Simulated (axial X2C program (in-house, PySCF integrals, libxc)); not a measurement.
**Working with the constants of CsH**

A bond curve at the CCSD(T) level, with spin–orbit coupling, was computed with an in-house relativistic program for diatomic molecules (basis Cs dyall-cv3z [15s15p9d4f1g], H dyall-v3z [6s2p1d] (cores contracted in-house)) for the state Ω = 0 (closed shell). Its fit gives Re = 2.5050 Å, ωe = 888.6 cm⁻¹, ωexe = 11.9 cm⁻¹ and αe = 5.680e-02 cm⁻¹; the masses are 132.9054 and 1.0078 u. Two-component means X2C with spin–orbit coupling and atomic mean-field Coulomb and Gaunt terms.

Correlated methods: 10 electrons correlated (number of frozen shells: Cs 4 s, 3 p, 2 d; H none), 228 virtual spin orbitals or spinors in MP2, 90 natural virtuals in coupled cluster.

**Question.** Find the reduced mass, Be and the force constant.

**Answer.** From the CCSD(T) values: μ = 1.0002 u. Be = 16.8576/(μ Re²) = 2.686 cm⁻¹. k = 5.8918×10⁻⁷ μ ωe² = 0.465 mdyn/Å.

**Question.** A Morse curve ties αe to the other constants (Pekeris). How well does that hold?

**Answer.** αe(Morse) = 6Be²/ωe × (√(ωexe/Be) − 1) = 5.382e-02 cm⁻¹; the CCSD(T) curve gives 5.680e-02 cm⁻¹, a ratio of 0.95.

**Question.** Estimate the centrifugal constant by the Kratzer relation.

**Answer.** D = 4Be³/ωe² = 9.82e-05 cm⁻¹.

**Question.** Where do the fundamental and the first overtone lie?

**Answer.** ν(1←0) = ωe − 2ωexe = 864.8 cm⁻¹; ν(2←0) = 2ωe − 6ωexe = 1705.8 cm⁻¹.

**Question.** Scale the constants to the deuteride (D 2.0141 u) within the Born–Oppenheimer picture.

**Answer.** ρ = √(μH/μD) = 0.7100; ωe = 630.9, ωexe = 6, Be = 1.354 cm⁻¹; the zero-point energy falls by 127 cm⁻¹.

The state is a single determinant with fixed occupations, the lowest that a limited PBE0 search found. CCSD and (T) use frozen natural virtuals with an MP2 correction for the truncation; (T) itself is uncorrected, so its De runs slightly low.
